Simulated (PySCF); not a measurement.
CH5N2, charge +1. Atoms are numbered in the order given.

```xyz
8

N      0.0000     1.1682    -0.1757
C      0.0000     0.0000     0.4278
N      0.0000    -1.1682    -0.1757
H      0.0000     1.2718    -1.1893
H      0.0000     2.0229     0.3753
H      0.0000     0.0000     1.5203
H      0.0000    -1.2718    -1.1893
H      0.0000    -2.0229     0.3753
```
Charge +1, spin multiplicity 1.

The structure is a stationary point at PBE-D3(BJ)/def2-TZVP. The values are those of a single conformer.

All values below come from PBE/pcSseg-2 in PySCF.

GIAO shieldings, no solvent; atoms listed in one row are averaged. δ = σ(ref) − σ: ¹⁵N against NH3 (σ = 262.8 ppm); ¹³C against TMS (σ = 181.4 ppm); ¹H against TMS (σ = 31.47 ppm), references at their B3LYP-D3(BJ)/def2-TZVP geometries, non-relativistic.

Computed chemical shifts:
| nucleus | atoms | count | δ (ppm) |
|---|---|---|---|
| ¹⁵N | N1, N3 | 2 | 132.6 |
| ¹³C | C2 | 1 | 162.8 |
| ¹H | H6 | 1 | 7.82 |
| ¹H | H8, H5 | 2 | 6.74 |
| ¹H | H7, H4 | 2 | 6.39 |
